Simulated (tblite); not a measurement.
Species: C8H9N.
Numbering: `[CH3:1][NH:2][c:3]1[cH:4][cH:5][cH:6][c:7]2[c:8]1[CH2:9]2` (hydrogens: H10, H11, H12 on C1; H13 on N2; H14 on C4; H15 on C5; H16 on C6; H17, H18 on C9)

Computed with GFN2-xTB (tblite), gas phase: nudged elastic band of 9 images (0 to 8), spring 0.2 eV/Å², climbing image at the end, force threshold 0.05 eV/Å. No saddle search or frequency run followed, so the top image need not be a first-order saddle, and its height can exceed the method's true barrier by a kcal/mol or more.

The band describes a rotation about C3–N2 (aromatic carbon bearing nitrogen, aniline-type nitrogen), followed by the dihedral C4–C3–N2–C1, from the optimised start (163°) to a second optimised geometry at -19°.

**Question.** Give the energy profile along the converged band.

**Answer.** 
| image | dihedral (°) | E (eV) | C3–N2 (Å) | C4···C1 (Å) | largest true force (eV/Å) |
| --- | --- | --- | --- | --- | --- |
| 0 | 163 | 0.000 | 1.379 | 3.74 | 0.01 |
| 1 | -175 | 0.045 | 1.381 | 3.74 | 0.06 |
| 2 | -156 | 0.174 | 1.397 | 3.69 | 0.10 |
| 3 | -135 | 0.304 | 1.418 | 3.59 | 0.05 |
| 4 | -113 | 0.340 | 1.425 | 3.44 | 0.05 |
| 5 | -90 | 0.274 | 1.417 | 3.26 | 0.08 |
| 6 | -67 | 0.174 | 1.402 | 3.11 | 0.07 |
| 7 | -44 | 0.107 | 1.390 | 3.00 | 0.04 |
| 8 | -19 | 0.062 | 1.380 | 2.96 | 0.01 |

Barriers of this band. The top is image 4 at -113°: 0.340 eV forward and 0.278 eV back; the end lies 0.062 eV above the start. The central bond is 0.046 Å longer at the top than at the start.

**Question.** What rate follows at 298 K for crossing this barrier forward?

**Answer.** Taking the electronic barrier for the free energy of activation (no zero-point or entropy terms, transmission 1), rate = (kT/h)·exp(−ΔE/kT) ≈ 1 × 10^7 s⁻¹, whose inverse is 9 × 10^-8 s. An error of 1 kcal/mol in the barrier changes this by a factor of 5, and the method and the loose band can each miss by that much or more.

**Question.** How would the two end points share their population at 298 K, from these energies alone?

**Answer.** exp(−ΔE/kT) with ΔE = 0.062 eV gives 0.089 for the higher one (end) against 1 for the lower, without vibrational, rotational or degeneracy terms. GFN2-xTB can put conformers this close in the wrong order.

**Question.** How long is the path, and how are the images spaced?

**Answer.** Cartesian distances between aligned neighbours (all atoms, Å): 1.02, 1.01, 1.02, 1.01, 1.05, 1.03, 1.07, 1.24; the sum is 8.45 Å, and the top lies 48 % of the way along.

What follows is the cost of the whole band run. On one thread, Arm Neoverse V2 (aarch64), on a shared host, this took 2.4 s wall and 0.18 GiB of memory at its peak.
